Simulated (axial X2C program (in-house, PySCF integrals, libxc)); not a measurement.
Spin–orbit effects along a row: molecules with Na (ions), HF

Computed with an axial X2C code built on PySCF integrals, spin-free (one-electron X2C) or two-component (2c: spin–orbit coupling with atomic mean-field Coulomb and Gaunt terms, which also bring small scalar terms), in Dyall basis sets with cores contracted in-house; open shells are unrestricted.

Basis sets: As dyall-cv3z, Br dyall-cv3z, Cr dyall-cv3z, Cu dyall-cv3z, Fe dyall-cv3z, Ga dyall-cv3z, Mn dyall-cv3z, Na dyall-cv3z, Na dyall-v3z, Ni dyall-cv3z, Se dyall-cv3z, Ti dyall-cv3z, V dyall-cv3z, Zn dyall-v3z.

| molecule | spin-free state | Re (Å) | ωe (cm⁻¹) | De (eV) | 2c state | Re 2c (Å) | ωe 2c (cm⁻¹) | De 2c (eV) |
| --- | --- | --- | --- | --- | --- | --- | --- | --- |
| NaTi⁺ | M_S = 1, Λ = 0 | 3.464 | 126.2 | 0.68 | Ω = 1 | 3.465 | 126.2 | n/a |
| NaV⁺ | M_S = 5/2, Λ = 0 | 3.493 | 112.7 | n/a | Ω = 1/2 | 3.333 | 119.4 | n/a |
| NaCr⁺ | M_S = 3, Λ = 0 | 3.364 | 113.8 | 0.68 | Ω = 3 | 3.365 | 113.8 | 0.68 |
| NaMn⁺ | M_S = 5/2, Λ = 0 | 3.479 | 113.5 | 0.67 | Ω = 5/2 | 3.479 | 113.5 | 0.67 |
| NaFe⁺ | M_S = 2, Λ = 0 | 3.331 | 115.2 | 0.57 | Ω = 2 | 3.331 | 115.2 | n/a |
| NaNi⁺ | M_S = 1, Λ = 2 | 3.238 | 118.1 | 2.13 | Ω = 3 | 3.238 | 118.1 | n/a |
| NaCu⁺ | M_S = 1/2, Λ = 0 | 3.218 | 109.1 | 0.53 | Ω = 1/2 | 3.218 | 109.1 | 0.53 |
| NaZn⁺ | M_S = 0, Λ = 0 | 3.159 | 115.9 | 0.39 | Ω = 0 | 3.160 | 115.9 | 0.39 |
| NaGa⁺ | M_S = 1/2, Λ = 0 | 3.434 | 110.7 | 0.87 | Ω = 1/2 | 3.434 | 110.6 | n/a |
| NaAs⁺ | M_S = 3/2, Λ = 0 | 3.209 | 102.7 | 0.23 | Ω = 3/2 | 3.209 | 102.8 | 0.23 |
| NaSe⁺ | M_S = 1, Λ = 0 | 3.007 | 147.9 | 0.54 | Ω = 1 | 3.012 | 145.7 | n/a |
| NaBr⁺ | M_S = 1/2, Λ = 1 | 2.973 | 131.5 | 0.20 | Ω = 3/2 | 2.973 | 131.7 | 0.19 |

(1) Work out the shifts from the spin-free to the two-component result.

Fragments in 2c: Ti + Na+, V + Na+, Cr + Na+, Mn + Na+, Fe + Na+, Ni + Na+, Cu + Na+, Zn + Na+, Ga + Na+, As + Na+, Se + Na+, Br + Na+. Each entry is the lowest single determinant of a limited PBE0 search at one distance. De goes to single-determinant-based atoms at the same level (for ions the charge split of lowest energy) and is withheld (n/a) where an atom does not fit its ground term or J level. Main or longest-lived isotopes. One determinant is a doubtful description, or other states lie close, for NaTi⁺, NaV⁺, NaCr⁺, NaMn⁺, NaFe⁺, NaNi⁺, NaAs⁺, NaSe⁺, NaBr⁺; these need not be ground states, and all values refer to the states named. Some open-shell Ω = 0 determinants are out of reach, so the Ω given for NaTi⁺, NaCr⁺, NaFe⁺, NaSe⁺ need not be the lowest component. With several unpaired electrons the Ω given is that of one determinant, not necessarily of the lowest component. Where the atoms have a lower orbital projection than the molecule, De at mean-field level may be about a tenth of an eV too small. The lowest determinant changes configuration between the Hamiltonians for NaV⁺, so two states are compared there.

Results:

(1) 

```csv
molecule,2c state,ΔRe (Å),Δωe (cm⁻¹),ΔDe (eV)
NaTi⁺,Ω = 1,0.001,0.0,n/a
NaV⁺,Ω = 1/2,other state,other state,n/a
NaCr⁺,Ω = 3,0.001,0.0,0.00
NaMn⁺,Ω = 5/2,0.000,0.0,0.00
NaFe⁺,Ω = 2,0.000,0.0,n/a
NaNi⁺,Ω = 3,0.000,0.0,n/a
NaCu⁺,Ω = 1/2,0.000,0.0,0.00
NaZn⁺,Ω = 0,0.001,0.0,0.00
NaGa⁺,Ω = 1/2,0.000,-0.1,n/a
NaAs⁺,Ω = 3/2,0.000,0.1,0.00
NaSe⁺,Ω = 1,0.005,-2.2,n/a
NaBr⁺,Ω = 3/2,0.000,0.2,-0.01
```

Shifts of one unit in the last digit are rounding.
